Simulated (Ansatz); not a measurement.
The geometry has D3h symmetry (within 0.05 Å) and had no frequency check at the DFT level, so a distortion to lower symmetry isn't ruled out.

Species: boron nitride flake of 7 rings (coronene shape) `B1NB2NBN3BNB4NBN5BNB6NBN1B1N2B3N4B5N61` (charge 0, multiplicity 1).

Give a relaxed geometry from PBE0-D3(BJ)/def2-SVP (Ansatz, an electronic-structure program).

the end point of this relaxation (outside a Z-matrix the atoms follow the SMILES, hydrogens last).
Bond lengths (Å): B1–N2 1.419, B1–N18 1.441, B1–H25 1.209, N2–B3 1.434, N2–H26 1.012, B3–N4 1.434, B3–N20 1.445, N4–B5 1.419, N4–H27 1.012, B5–N6 1.441, B5–H28 1.209, N6–B7 1.441, N6–B21 1.452, B7–N8 1.419, B7–H29 1.209, N8–B9 1.434, N8–H30 1.012, B9–N10 1.434, B9–N22 1.445, N10–B11 1.419, N10–H31 1.012, B11–N12 1.441, B11–H32 1.209, N12–B13 1.441, N12–B23 1.452, B13–N14 1.419, B13–H33 1.209, N14–B15 1.434, N14–H34 1.012, B15–N16 1.434, B15–N24 1.445, N16–B17 1.419, N16–H35 1.012, B17–N18 1.441, B17–H36 1.209, N18–B19 1.452, B19–N20 1.444, B19–N24 1.444, N20–B21 1.444, B21–N22 1.444, N22–B23 1.444, B23–N24 1.444. Bond angles (°): N2–B1–N18 119.0, N2–B1–H25 120.4, N18–B1–H25 120.7, B1–N2–B3 122.7, B1–N2–H26 117.9, B3–N2–H26 119.5, N2–B3–N4 122.9, N2–B3–N20 118.5, N4–B3–N20 118.5, B3–N4–B5 122.7, B3–N4–H27 119.5, B5–N4–H27 117.9, N4–B5–N6 119.0, N4–B5–H28 120.4, N6–B5–H28 120.7, B5–N6–B7 120.4, B5–N6–B21 119.8, B7–N6–B21 119.8, N6–B7–N8 119.0, N6–B7–H29 120.7, N8–B7–H29 120.4, B7–N8–B9 122.7, B7–N8–H30 117.9, B9–N8–H30 119.5, N8–B9–N10 122.9, N8–B9–N22 118.5, N10–B9–N22 118.5, B9–N10–B11 122.7, B9–N10–H31 119.5, B11–N10–H31 117.9, N10–B11–N12 119.0, N10–B11–H32 120.4, N12–B11–H32 120.7, B11–N12–B13 120.4, B11–N12–B23 119.8, B13–N12–B23 119.8, N12–B13–N14 119.0, N12–B13–H33 120.7, N14–B13–H33 120.4, B13–N14–B15 122.7, B13–N14–H34 117.9, B15–N14–H34 119.5, N14–B15–N16 122.9, N14–B15–N24 118.5, N16–B15–N24 118.5, B15–N16–B17 122.7, B15–N16–H35 119.5, B17–N16–H35 117.9, N16–B17–N18 119.0, N16–B17–H36 120.4, N18–B17–H36 120.7, B1–N18–B17 120.4, B1–N18–B19 119.8, B17–N18–B19 119.8, N18–B19–N20 120.1, N18–B19–N24 120.1, N20–B19–N24 119.8, B3–N20–B19 119.9, B3–N20–B21 119.9, B19–N20–B21 120.2 (the first ones only).
